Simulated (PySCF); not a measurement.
Scan of CaF₂, singlet: symmetric bend, bond length relaxed. Scanned: F-Ca-F angle. Other coordinates (Ca-F bond length) were minimised at B3LYP/def2-TZVP.

Levels of theory: PBE/def2-TZVP (PySCF); wB97X-V/def2-TZVP (PySCF); CCSD(T) on RHF/def2-TZVP, 7 core orbitals frozen (PySCF).

Energies relative to the lowest point of each profile, in kJ/mol; the last columns give the difference from CCSD(T):

| a / ° | PBE | wB97X-V | CCSD(T) | PBE − CCSD(T) | wB97X-V − CCSD(T) |
|---|---|---|---|---|---|
| 180 | 4.8 | 1.2 | 0.1 | 4.7 | 1.1 |
| 170 | 4.2 | 0.9 | 0.0 | 4.2 | 0.9 |
| 160 | 2.6 | 0.3 | 0.0 | 2.6 | 0.3 |
| 150 | 0.9 | 0.0 | 0.5 | 0.4 | -0.5 |
| 140 | 0.0 | 0.8 | 2.3 | -2.3 | -1.4 |
| 130 | 0.8 | 3.6 | 6.1 | -5.3 | -2.6 |
| 120 | 4.4 | 9.2 | 13.0 | -8.5 | -3.8 |
| 110 | 12.1 | 18.9 | 23.8 | -11.8 | -4.9 |
| 100 | 24.9 | 34.0 | 40.5 | -15.5 | -6.4 |
| 90 | 45.0 | 56.8 | 65.0 | -20.0 | -8.2 |
| 80 | 76.6 | 91.4 | 101.1 | -24.5 | -9.6 |

PBE is furthest from CCSD(T) at 80 (-24.5 kJ/mol, below); its mean absolute difference over the points is 9.1 kJ/mol.

wB97X-V is furthest from CCSD(T) at 80 (-9.6 kJ/mol, below); its mean absolute difference over the points is 3.6 kJ/mol.
